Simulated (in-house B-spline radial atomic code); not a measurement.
Radial electron density of the rhodium ion Rh⁴⁺, [Kr] 4d4 7s1. Computed with a B-spline radial code for spherical atoms: Dirac-Hartree-Fock, average of configuration, Fermi nucleus of rms radius 4.4945 fm.

Columns: r (bohr), 4πr²n(r) (electrons per bohr), bar.

```
 0.00142    1.996 #
 0.00179     2.99 ##
 0.00226    4.452 ###
 0.00284    6.507 ####
 0.00359     9.47 ######
 0.00452    13.46 ########
  0.0057    18.76 ############
 0.00719    25.46 ################
 0.00907    33.37 #####################
  0.0114    41.77 ##########################
  0.0144    49.84 ###############################
  0.0182    55.75 ###################################
   0.023    57.92 ####################################
  0.0289    55.99 ###################################
  0.0365    51.71 ################################
   0.046     49.3 ###############################
  0.0581    52.95 #################################
  0.0732    62.44 #######################################
  0.0923    70.94 ############################################
   0.116    69.56 ###########################################
   0.147     57.4 ####################################
   0.185    47.17 #############################
   0.234    49.41 ###############################
   0.295    56.48 ###################################
   0.371    51.23 ################################
   0.468    32.64 ####################
   0.591    17.35 ###########
   0.745    14.19 #########
    0.94    14.66 #########
    1.19    11.01 #######
    1.49     5.64 ###
    1.88    1.899 #
    2.38   0.3874 
       3   0.1045 
    3.78   0.1084 
    4.77 0.002319 
    6.01   0.1304 
    7.58   0.2375 
    9.56  0.08616 
    12.1 0.007353 
    15.2 0.0001487 
    19.2 4.274e-07 
    24.2 5.463e-11
```

On this grid the curve has 6 maxima, near 0.023, 0.0923, 0.295, 0.94, 3.78, 7.58 bohr.

The 4d3/2 radial function P(r) = rR(r), positive near the nucleus, with its small component Q(r) (sign convention: Q ≈ (P' + κP/r)/2c):

```csv
r (bohr),P,Q
0.0114,0.001253,0.001712
0.0182,0.004366,0.003828
0.0289,0.01441,0.007934
0.046,0.04443,0.01488
0.0732,0.121,0.02373
0.116,0.2704,0.02938
0.185,0.4521,0.02358
0.295,0.4383,0.004994
0.468,-0.02628,-0.01191
0.745,-0.7379,-0.01342
1.19,-0.9579,-0.00465
1.88,-0.5282,0.0002503
3,-0.1044,0.000367
4.77,-0.004441,2.392e-05
```
